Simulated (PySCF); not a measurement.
# Shapes and spin states of PtCl₃

Level of theory: PBE0/[Pt def2-SVP with ECP60, Cl def2-SVP], scalar-relativistic core potentials, density fitting, no spin–orbit coupling, PySCF.

Relaxations began from a few typed shapes and spin states; open shells are unrestricted. The search is not exhaustive: other isomers or separated fragments can lie lower, and high-lying points may rest on an excited occupation.

| spin | group | bonds | angles | imaginary modes (cm⁻¹) | ΔE (kJ/mol) | ΔE with ZPE (kJ/mol) |
| --- | --- | --- | --- | --- | --- | --- |
| doublet | C2v | Pt–Cl 2.226 Å (×2), Pt–Cl 2.236 Å | Cl–Pt–Cl 94.1° (×2), Cl–Pt–Cl 171.7° | none | 0.0 | 0.0 |
| doublet | C2v | Pt–Cl 2.193 Å, Pt–Cl 2.227 Å (×2) | Cl–Pt–Cl 105.5° (×2), Cl–Pt–Cl 149.0° | 85i | 6.1 | – |
| quartet | C2v | Pt–Cl 2.236 Å (×2), Pt–Cl 2.305 Å | Cl–Pt–Cl 111.2° (×2), Cl–Pt–Cl 137.5° | none | 54.7 | 53.5 |

The lowest minimum found is the doublet C2v: Pt–Cl 2.226 Å (×2), Pt–Cl 2.236 Å; Cl–Pt–Cl 94.1° (×2), Cl–Pt–Cl 171.7°.

Formally Pt is in oxidation state +3, d7, with 1 unpaired electron (the high-spin count would be 3). The Mulliken spin on Pt is 0.53. The polar-tensor charge on Pt, 0.84, is far below the formal one.

For the lowest minimum: with open d or f shells other occupations or spin states may lie lower. With an element this heavy the missing spin–orbit coupling can shift these numbers.
